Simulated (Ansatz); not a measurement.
Job for Ansatz (a first-principles code): R-wB97X-V/def2-TZVPPD on C3H4O (a complex), monomers drawn apart or pushed together. Files ending in .json are basis or fitting sets from the Basis Set Exchange.

Ansatz 0.2 input:
```yaml
crystal:
  periodic: [false, false, false]
  atoms:
    - {symbol: C, position_ang: [-0.03225507, 0.66755394, 0.03665717]}
    - {symbol: C, position_ang: [-0.07813684, -0.65584861, 0.00335172]}
    - {symbol: H, position_ang: [0.58370793, 1.23466737, -0.65075066]}
    - {symbol: H, position_ang: [-0.61179920, 1.23759175, 0.75271224]}
    - {symbol: H, position_ang: [-0.69655315, -1.21954141, 0.69125083]}
    - {symbol: H, position_ang: [0.49840603, -1.22846040, -0.71310154]}
    - {symbol: C, position_ang: [-0.32252875, -0.07881951, 4.05128596]}
    - {symbol: O, position_ang: [0.68272868, -0.00582443, 4.55056268]}
basis:
  gaussian:
    orbitals: def2-TZVPPD.json
hamiltonian:
  xc: {name: wB97X-V}
scf: {lower_state_search: off}
```

The log:

```
WARN ansatz: RAYON_NUM_THREADS=1 ignored (pool sized by the plan → 1); use --threads N
Functional definition: wB97X-V
these checks for a lower state are left out or cut short: stability, starts, cluster_reference, orbital_swaps, neighbouring_geometries, increment
integrals: 0.12 GiB planned
942 factors; their error is unknown
integrals: 0.16 GiB planned
297 factors; integrals over basis functions are off by at most 4.8e-5 eV
mean field: 1.21 GiB planned
mean field evaluation 1: about -5218.5406 eV, gradient 4.5e1 eV
mean field evaluation 2: about -5218.4126 eV, gradient 4.9e1 eV
mean field evaluation 4: about -5222.3248 eV, gradient 1.4e0 eV
mean field evaluation 8: about -5222.3288 eV, gradient 5.1e-1 eV
mean field evaluation 16: about -5222.3291 eV, gradient 1.9e-5 eV
mean field -5222.32909085 eV, -191.9170542671 hartree, gradient 4.7e-6 eV, S^2 0.000000; 0 other end points of the search recorded, 0 dependent functions left out
reference -5222.32908847 eV, -191.9170541794 hartree; 15, 15 occupied and 204, 204 virtual orbitals, 942 factors
Total energy: -5222.32908847 eV, -191.9170541794 hartree
Checks for a lower state left out: stability, starts, cluster_reference, orbital_swaps, neighbouring_geometries, increment
```

Self-consistency was reached.

Cost: about 8 core-seconds (a rough figure).
